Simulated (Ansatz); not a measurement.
`C[SiH2]N[SiH](O)O` + `[NH2][Zr]([OH])([F])[F]` → `O[SiH](O)N[SiH2]F` + `[CH3][Zr]([NH2])([OH])[F]`  (redistribution)

Isolated molecules relaxed with PBE0-D4/def2-TZVP in Ansatz; ΔE leaves out vibrations. CCSD(T)/CBS adds triple-zeta CCSD(T) − MP2 to the extrapolated MP2 energy (def2 sets, frozen cores). def2 core potentials past Kr. For Zr outer-core shells are correlated without core-valence functions, which leaves a few kJ/mol of doubt a bond. One conformer a species, not always the lowest.

```csv
level,ΔE (kJ/mol)
HF/def2-TZVPP,69.9
HF/def2-QZVPP,69.4
SCS-MP2/def2-QZVPP,66.6
MP2/CBS(def2),65.7
```

Question: What does CCSD(T)/CBS give? (An estimate is asked.)

Answer: Ansatz gave: +65.6 kJ/mol. The listed levels differ from it by 4.3, 3.8, 1.0, 0.1 kJ/mol.

Largest T1 diagnostic among the species: 0.017.

In def2-TZVPP, CCSD(T) changes the Hartree–Fock value by −3.2 kJ/mol (the triples alone add +0.2 kJ/mol) and MP2 by −3.1 kJ/mol.
